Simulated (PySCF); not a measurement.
## Correlation energy of Ar²⁺ (argon, charge +2)

[Ne] 3s2 3p4, high-spin 3P determinant. All numbers are calculated (PySCF 2.14, no relativity, point nucleus, in aug-cc-pV(D+d)Z (5s4p3d, 32 functions)). Frozen: [Ne]; 6 electrons correlated.

MP2 pair energies summed by pair of shells (mhartree):

```csv
pair,energy,share (%)
3p-3p,-48.21,50.3
3s-3p,-40.46,42.2
3s-3s,-7.09,7.4
```

Total MP2 correlation energy: -95.76 mhartree.

Same-spin part -23.55 and opposite-spin part -72.21 mhartree; SCS-MP2 scales them by 1/3 and 6/5 to -94.50 mhartree.
